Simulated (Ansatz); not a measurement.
Born–Oppenheimer molecular dynamics of a periodic cell of 33 atoms, LiH$_{21}$O$_{11}$ (contents 10 H2O + 1 Li + 1 OH, density as packed 1.09 g/cm³ with natural masses). It starts from a partly relaxed structure (largest force component 0.70 eV/Å).

Theory: DFT LDA, scalar-relativistic, plane waves, PAW (Ansatz 0.2.0). Settings: cutoff 420 eV, k mesh 1x1x1, fermi-dirac smearing 0.02 eV, no spin polarisation.

```
ensemble        : NVT, Langevin thermostat
time step       : 0.5 fs
steps asked     : 300
set temperature : 1500 K
friction        : 0.02 /fs
masses          : H 2.014 u
seed            : 457465
```

First frame:

```xyz
33
Lattice="6.7650 0.0000 0.0000 0.0000 6.7650 0.0000 0.0000 0.0000 6.7650" Properties=species:S:1:pos:R:3
O 4.885 5.333 3.302
H 5.713 5.018 2.839
H 5.181 5.998 3.962
O 4.889 1.553 3.822
H 5.360 1.995 4.553
H 5.052 2.148 2.998
O 0.371 5.819 5.662
H 0.269 6.744 5.993
H 1.195 5.806 5.073
O 1.748 2.131 3.275
H 1.252 1.424 2.768
H 1.402 2.996 2.933
O 4.656 5.270 -0.306
H 5.619 5.231 -0.544
H 4.480 4.537 0.316
O 5.547 2.715 1.598
H 6.244 3.429 1.830
H 6.076 1.888 1.432
O 2.522 3.413 5.713
H 2.595 4.220 5.112
H 1.556 3.346 5.826
O 2.317 5.421 3.950
H 3.260 5.399 3.582
H 1.695 5.085 3.211
O 3.604 0.899 -0.513
H 3.974 -0.020 -0.324
H 3.746 1.444 0.284
O 0.088 0.448 2.109
H 0.266 -0.555 2.066
H -0.607 0.544 2.814
Li 3.041 1.828 4.652
O 0.545 4.564 2.198
H 0.932 4.603 1.301
```

**Question.** What does the run give?

**Answer.** All steps were run.

| Quantity | Value |
| --- | --- |
| steps done | 300 |
| time covered | 150 fs |
| mean temperature over the second half | 1427 K |
| spread of the potential energy over the second half | 13.7 meV per atom |
| mean potential energy of the second half above the start | 140.9 meV per atom |

A run of 0.15 ps of so small a system gives no equilibrium averages. Limits of this set-up: coarse k mesh.

**Question.** What happens to the structure?

**Answer.** Mean squared displacements from the first frame to the last, about the centre of mass: O 0.91 Å², H 2.05 Å², Li 0.08 Å². This is one draw of velocities; another would differ in detail.

**Question.** How do temperature and energy run in time?

**Answer.** 
```json
{"time (fs)": "0.0", "T (K)": "1455", "potential energy less start (eV)": "0.000"}
{"time (fs)": "5.0", "T (K)": "996", "potential energy less start (eV)": "2.618"}
{"time (fs)": "10.0", "T (K)": "995", "potential energy less start (eV)": "3.009"}
{"time (fs)": "15.0", "T (K)": "1023", "potential energy less start (eV)": "3.480"}
{"time (fs)": "20.0", "T (K)": "1125", "potential energy less start (eV)": "3.342"}
{"time (fs)": "25.0", "T (K)": "792", "potential energy less start (eV)": "4.331"}
{"time (fs)": "30.0", "T (K)": "1038", "potential energy less start (eV)": "3.335"}
{"time (fs)": "35.0", "T (K)": "1245", "potential energy less start (eV)": "3.025"}
{"time (fs)": "40.0", "T (K)": "1228", "potential energy less start (eV)": "3.766"}
{"time (fs)": "45.0", "T (K)": "1225", "potential energy less start (eV)": "4.439"}
{"time (fs)": "50.0", "T (K)": "1490", "potential energy less start (eV)": "3.859"}
{"time (fs)": "55.0", "T (K)": "1477", "potential energy less start (eV)": "3.788"}
{"time (fs)": "60.0", "T (K)": "1092", "potential energy less start (eV)": "5.030"}
{"time (fs)": "65.0", "T (K)": "1191", "potential energy less start (eV)": "4.997"}
{"time (fs)": "70.0", "T (K)": "1428", "potential energy less start (eV)": "4.559"}
{"time (fs)": "75.0", "T (K)": "1550", "potential energy less start (eV)": "4.599"}
{"time (fs)": "80.0", "T (K)": "1387", "potential energy less start (eV)": "5.148"}
{"time (fs)": "85.0", "T (K)": "1338", "potential energy less start (eV)": "4.578"}
{"time (fs)": "90.0", "T (K)": "1633", "potential energy less start (eV)": "3.690"}
{"time (fs)": "95.0", "T (K)": "1430", "potential energy less start (eV)": "4.435"}
{"time (fs)": "100.0", "T (K)": "1329", "potential energy less start (eV)": "5.019"}
{"time (fs)": "105.0", "T (K)": "1378", "potential energy less start (eV)": "4.598"}
{"time (fs)": "110.0", "T (K)": "1334", "potential energy less start (eV)": "4.627"}
{"time (fs)": "115.0", "T (K)": "1183", "potential energy less start (eV)": "5.178"}
{"time (fs)": "120.0", "T (K)": "1388", "potential energy less start (eV)": "5.094"}
{"time (fs)": "125.0", "T (K)": "1418", "potential energy less start (eV)": "4.843"}
{"time (fs)": "130.0", "T (K)": "1345", "potential energy less start (eV)": "4.733"}
{"time (fs)": "135.0", "T (K)": "1347", "potential energy less start (eV)": "4.937"}
{"time (fs)": "140.0", "T (K)": "1543", "potential energy less start (eV)": "4.463"}
{"time (fs)": "145.0", "T (K)": "1517", "potential energy less start (eV)": "4.838"}
{"time (fs)": "150.0", "T (K)": "1414", "potential energy less start (eV)": "4.989"}
```

Run time: 7 min on 1 thread of Arm Neoverse V1, with other jobs on the host, peak memory 0.34 GiB.
